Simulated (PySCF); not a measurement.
## Frontier orbitals and the lowest excitations

Species: C₂H₁₀OSi₂.
Z-matrix (Å and degrees, GFN2-xTB geometry), rows numbered from 1:
```
C 
O   1  1.4012
C   2  1.4159  1  113.88
Si  3  1.9087  2  103.51  1  -178.86
Si  4  2.3094  3  106.00  2    40.90
H   1  1.0977  2  111.16  3   -59.86
H   1  1.0980  2  111.12  3    61.12
H   1  1.0888  2  107.00  3  -179.39
H   3  1.0977  2  110.22  1    59.36
H   3  1.0991  2  110.11  1   -58.21
H   4  1.4729  3  106.32  2   166.02
H   4  1.4700  3  106.74  2   -82.16
H   5  1.4691  4  110.65  3   174.54
H   5  1.4686  4  112.52  3    56.49
H   5  1.4631  4  114.07  3   -65.50
```

Method used: TDDFT CAM-B3LYP/def2-SVPD, vertical, gas phase, core orbitals frozen in the response (PySCF).

Frontier orbitals with the atoms that hold most of them (Löwdin shares over 4%, at most four atoms; ? is withheld):

```csv
orbital,ε (eV),atoms
HOMO-3,-10.70,"Si4 22%, Si5 22%, H15 17%, H11 16%"
HOMO-2,-10.09,"Si4 24%, O2 22%, C3 16%, Si5 9%"
HOMO-1,-9.60,"Si4 28%, Si5 27%, C3 18%, H13 6%"
HOMO,?,?
LUMO,1.03,?
LUMO+1,1.19,"Si5 35%, Si4 13%, H15 10%, C1 8%"
LUMO+2,1.49,"Si5 31%, Si4 25%, H14 9%, H12 8%"
```

Which atoms hold the HOMO, and with what shares?

O2 (bonded to 2 C) 60%; C3 (bonded to O, Si and 2 H) 10%; C1 (bonded to O and 3 H) 10%; H10 (bonded to C) 5%. By element: oxygen 60%, carbon 20%, hydrogen 5% or more.

Which atoms hold the LUMO, and with what shares?

Si4 (bonded to C, Si and 2 H) 26%; Si5 (bonded to Si and 3 H) 14%; C3 (bonded to O, Si and 2 H) 11%; H12 (bonded to Si) 9%. By element: silicon 40%, carbon 11% or more, hydrogen 9% or more.

What is the HOMO energy, and the HOMO–LUMO gap?

ε(HOMO) = -9.15 eV; the gap is 10.18 eV (0.3741 hartree).

How does S1 compare with the orbital gap of 10.18 eV?

S1 is at 7.04 eV (f = 0.012), 3.14 eV below the gap, made of HOMO→LUMO (62%), HOMO→LUMO+1 (22%). Without the coupling terms of the response equations the lowest excitation would equal the gap.

Next come S2 at 7.48 eV (f 0.051), HOMO-1→LUMO (65%), HOMO-1→LUMO+2 (10%); S3 at 7.59 eV (f 0.028), HOMO-1→LUMO+2 (60%), HOMO-1→LUMO+1 (16%), HOMO-1→LUMO (8%); S4 at 7.73 eV (f 0.010), HOMO→LUMO+1 (40%), HOMO→LUMO (32%); S5 at 7.81 eV (f 0.0025), HOMO→LUMO+2 (56%), HOMO→LUMO+4 (16%), HOMO→LUMO+1 (13%).

Löwdin shares depend on the basis, the more so with diffuse functions.

One conformer stands for the species.
